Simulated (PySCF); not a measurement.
Field gradients at the hydrogen positions

Compound: C8H12.
Structure used (GFN2-xTB), in Å, numbered top down from 1:
```xyz
20
C8H12 angstrom
C     -0.9846    2.1751    0.2820
C     -1.4990    1.0106   -0.0611
C     -0.7390   -0.2866   -0.1918
C     -1.3293   -1.3103    0.7915
C     -0.8848   -0.8006   -1.6337
C      0.6785   -0.1181    0.1031
C      1.8498   -0.0189    0.3362
C      3.2651    0.1124    0.6109
H     -1.5890    3.0641    0.3537
H      0.0638    2.2834    0.5062
H     -2.5558    0.9207   -0.2802
H     -0.7973   -2.2561    0.7129
H     -2.3819   -1.4797    0.5738
H     -1.2371   -0.9453    1.8124
H     -1.9338   -0.9605   -1.8746
H     -0.4726   -0.0759   -2.3328
H     -0.3507   -1.7407   -1.7537
H      3.4499    0.0273    1.6818
H      3.6245    1.0821    0.2661
H      3.8179   -0.6722    0.0941
```

Level: PBE0/pcSseg-1 (PySCF, non-relativistic); Q(2H) = 0.00286 b; rigid geometry, the same for H and D, with no vibrational averaging.

Question: Rank these positions by the coupling χzz of a deuteron there, largest first.
A. H10 (vinylic hydrogen)
B. H20 (methyl hydrogen)
C. H11 (vinylic hydrogen)

Answer: A (223 kHz), C (217 kHz), B (207 kHz).

Question: Give the electric field gradient Vzz (the principal value of largest size), its asymmetry and the 2H coupling at each hydrogen.

Answer: 
| atom | bonded to | bond length (Å) | Vzz (au) | η | χzz (kHz) |
| --- | --- | --- | --- | --- | --- |
| H9 | C1 | 1.077 | 0.3375 | 0.04 | 227 |
| H10 | C1 | 1.078 | 0.3319 | 0.05 | 223 |
| H11 | C2 | 1.083 | 0.3231 | 0.06 | 217 |
| H12 | C4 | 1.088 | 0.3134 | 0.02 | 211 |
| H13 | C4 | 1.088 | 0.3142 | 0.03 | 211 |
| H14 | C4 | 1.088 | 0.3121 | 0.02 | 210 |
| H15 | C5 | 1.088 | 0.3141 | 0.03 | 211 |
| H16 | C5 | 1.088 | 0.3121 | 0.02 | 210 |
| H17 | C5 | 1.088 | 0.3137 | 0.02 | 211 |
| H18 | C8 | 1.090 | 0.3085 | 0.02 | 207 |
| H19 | C8 | 1.090 | 0.3084 | 0.02 | 207 |
| H20 | C8 | 1.090 | 0.3086 | 0.02 | 207 |

Question: How does χzz go with the bond length over the 12 C–H bonds?

Answer: A straight-line fit has a slope of -13.8 kHz for each 0.01 Å, with a correlation coefficient of -0.99, over lengths from 1.077 to 1.090 Å. The longer bonds have the smaller couplings here.

Question: A static deuteron (I = 1) shows a doublet split by (3/2)χ, (3/4)χ(1 + η) and (3/4)χ(1 − η) with the field along z, y and x of the gradient. What are these for H17?

Answer: With |χ| = 210.8 kHz and η = 0.025: 316, 162 and 154 kHz, to first order and without motion.

The structure is a single GFN2-xTB conformer in the gas phase; no vibrational or solvent corrections. GFN2-xTB bond lengths can be off by several hundredths of an ångström, more for odd bonds, and the gradients follow them. The basis is small and wasn't made for field gradients, so the couplings can be 20 % off.
